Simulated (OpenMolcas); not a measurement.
# Re4+: moving or changing the point charges

Re4+ among 8 point charges of -1.2 e arranged as a cube (Oh), 1.89 Å from the ion.
```
   1.0912    1.0912    1.0912  -1.20
   1.0912    1.0912   -1.0912  -1.20
   1.0912   -1.0912    1.0912  -1.20
   1.0912   -1.0912   -1.0912  -1.20
  -1.0912    1.0912    1.0912  -1.20
  -1.0912    1.0912   -1.0912  -1.20
  -1.0912   -1.0912    1.0912  -1.20
  -1.0912   -1.0912   -1.0912  -1.20
```

```yaml
Program: OpenMolcas 26.06
Method: "SS-CASPT2, IPEA 0.25 Eh, imaginary shift 0.1 Eh (closed shells correlated: 5s 5p)"
Basis: ANO-RCC-VTZP [8s7p5d3f2g1h]
Scalar_Hamiltonian: DKH2, point nucleus
Active_space: 3 electrons in 5 orbitals (5d)
State_averaging: 2S+1 = 4 even, 10 roots; 2S+1 = 2 even, 40 roots
Spin-orbit_coupling: state interaction with AMFI integrals over the reference wave functions
```

Runs around this geometry, states (labels of O, the rotations of Oh). Energies in cm-1 above the lowest state or level, χT in cm3 K/mol; under a threefold ground state the first gap can be a small split of the lowest multiplet, not the spin-orbit step; 10Dq and B are least-squares fits to the states below 45000 cm-1, weighted by degeneracy, with a free offset, and given where the rms deviation is under 5 % of |10Dq| (or 100 cm-1) and under 700 cm-1; 10Dq is negative for this site.

```
R (Å)  q (e)  Ground state  First state of that spin    10Dq  B (rms of fit)  First gap with spin-orbit (degeneracies)  χT at 300 K  First state of another spin
 1.89  -0.78           4T1                  4T2 4930                                                       3830 (4, 2)        0.134                      2E 8820
  1.8   -1.2           4T1                 4T2 10280  -12031       676 (441)                               4150 (4, 2)        0.198                      2E 2530
 1.89   -1.2           4T1                  4T2 7960   -9382       685 (437)                               3840 (4, 2)        0.167                      2E 5240
    2   -1.2           4T1                  4T2 5950                                                       3780 (4, 2)        0.143                      2E 7700
```

Taking the first state of the same spin as R^-n, n = -ln(5950 / 10280) / ln(2 / 1.8) = 5.2 between the shortest and longest distance.

Scaling the charges by -0.78 / -1.2 = 0.65 scales the first state of the same spin by 4930 / 7960 = 0.62; with fixed orbitals a first-order splitting would follow the charge.

Roots that are degenerate in the reference are averaged as groups; the widest CASPT2 spread within a group is 420 cm-1 (the 3-fold group of multiplicity 2 near 11900 cm-1 above the lowest state of its run, R = 1.8, q = -1.2). Shifts and gaps below about the spread of the groups concerned are not significant. Point charges give a weaker field than real ligands, and real ions of this kind are as a rule low spin; the high spin found here belongs to the model. Free-ion shares, where given, are those of the reference states; single-state CASPT2 does not remix them. Spin-orbit coupling mixes the spin-free states strongly: the lowest level takes only 64 % from its leading state, 4T1 (figures for R = 1.89, q = -0.78; the like holds for R = 1.8, q = -1.2, R = 1.89, q = -1.2, R = 2, q = -1.2). This shell can be high or low spin here, a state of another spin lies low, and with metal d orbitals alone active their balance is uncertain, so the ground spin may be wrong (holds for R = 1.8, q = -1.2; R = 1.89, q = -1.2). Point charges carry no covalency, so the field is a model and not that of real ligands. No measured value stands beside these numbers.
